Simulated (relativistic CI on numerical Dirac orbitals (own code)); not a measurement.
**Mo²⁺ (4d4) in a crystal field**

Calculated by Dirac-Coulomb-Breit CI, orbitals from a KLI potential per configuration, QED by a radiative potential, valence Slater integrals scaled by 0.7, one configuration in a parametric crystal field (own radial code).

Field parameters in Wybourne normalisation: D4h B²₀ = −7Ds, B⁴₀ = 21(Dq − Dt), B⁴₄ = 21√(5/14) Dq. The field is a parameter set, without covalency.

S is read from ⟨S²⟩ = S(S + 1).

Powder χT (cm³ K mol⁻¹) by Van Vleck's formula, with temperature-independent terms:

```csv
Field,2 K,5 K,10 K,20 K,50 K,100 K,200 K,300 K
"D4h, 10Dq = 18450, Ds = -1500, Dt = 170 cm⁻¹",0.0315,0.0786,0.157,0.315,0.698,0.922,1.02,1.06
"D4h, 10Dq = 18450, Ds = 3000, Dt = 170 cm⁻¹",0.0144,0.036,0.072,0.144,0.359,0.687,1.1,1.31
"D4h, 10Dq = 18450, Ds = 2590, Dt = 170 cm⁻¹",0.0186,0.0465,0.093,0.186,0.462,0.835,1.22,1.37
"D4h, 10Dq = 18450, Ds = 2180, Dt = 170 cm⁻¹",0.0214,0.0536,0.107,0.214,0.527,0.913,1.26,1.39
"D4h, 10Dq = 18450, Ds = 1770, Dt = 170 cm⁻¹",0.0228,0.0571,0.114,0.228,0.559,0.95,1.29,1.4
"D4h, 10Dq = 18450, Ds = 1360, Dt = 170 cm⁻¹",0.0226,0.0566,0.113,0.226,0.556,0.952,1.3,1.41
"D4h, 10Dq = 18450, Ds = 950, Dt = 170 cm⁻¹",0.0205,0.0513,0.103,0.205,0.509,0.911,1.3,1.43
"D4h, 10Dq = 18450, Ds = 550, Dt = 170 cm⁻¹",0.0165,0.0412,0.0823,0.165,0.411,0.794,1.28,1.47
```

(1) For D4h, 10Dq = 18450, Ds = 1360, Dt = 170 cm⁻¹: what effective moment follows at 300 K?

Answers

(1) μ_eff = √(8χT) = 3.36 μB. The ground level has S = 1.07; the spin-only moment for S = 1 is 2.83 μB. The difference comes from the orbital moment, spin-orbit mixing of terms and temperature-independent paramagnetism, all larger in this ionic model than in covalent complexes. The ground level is a non-magnetic singlet, so χT starts at zero and rises through temperature-independent paramagnetism and the filling of excited levels.
